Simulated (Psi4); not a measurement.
iodoethane (C$_{2}$H$_{5}$I), singlet, geometry from GFN2-xTB (core potentials on I). Base run: B3LYP/def2-SVP (Psi4 1.11).

Psi4 was given this input:
```
memory 2 GB

molecule {
0 1
  C    -2.41282299   -0.33439221   -0.19734937
  C    -1.09297230   -1.03502268   -0.42130964
  I     0.58937418    0.22523880    0.10213485
  H    -2.53635536   -0.05580000    0.84720779
  H    -3.22617604   -1.00502504   -0.47345954
  H    -2.48722794    0.56497300   -0.80528000
  H    -1.00085071   -1.92477394    0.19601841
  H    -0.95144947   -1.30054098   -1.46567976
}

set basis def2-svp

energy('b3lyp')
print_variables()
```

Each row names what was changed in the base input (with any setting that the change needs).

| change | ΔE vs base (µEh) | SCF cycles | grid points | basis functions | outcome |
|---|---|---|---|---|---|
| base | 0.0 | 8 | 170826 | 79 | converged |
| dft_spherical_points = 590 | -9.3 | 8 | 332722 | 79 | converged |
| df_basis_scf = cc-pvtz-jkfit | - | - | - | 79 | input refused |
| diis_max_vecs = 15 | 0.0 | 8 | 170826 | 79 | converged |
| dft_radial_points = 150 | 3.7 | 8 | 338770 | 79 | converged |
| dft_spherical_points = 194 | -67.2 | 8 | 109687 | 79 | converged |
| e_convergence = 1e-10 | 0.0 | 10 | 170826 | 79 | converged |
| scf_type = mem_df | 0.0 | 8 | 170826 | 79 | converged |
| basis_guess = sto-3g | - | - | - | 79 | stopped with an error |
| guess = core | 0.0 | 12 | 170826 | 79 | converged |
| dft_radial_scheme = becke | 3.0 | 8 | 151783 | 79 | converged |
| puream = true | 0.0 | 8 | 170826 | 79 | converged |
| cholesky_tolerance = 1e-3 (with scf_type cd) | 54.0 | 8 | 170826 | 79 | converged |

- df_basis_scf = cc-pvtz-jkfit: ended with `psi4.driver.qcdb.exceptions.BasisSetNotFound: BasisSet::construct: Unable to find a basis set for atom 3 for key JKFIT among:`
- basis_guess = sto-3g: ended with `psi4.driver.p4util.exceptions.ValidationError: Projecting from basis (STO-3G) with (0) ECP electrons to basis (DEF2-SVP) with (28) ECP electrons will be a disaster. Select a compatible cast-up basis with 'set guess_basis YOUR_BASIS_HERE'.`
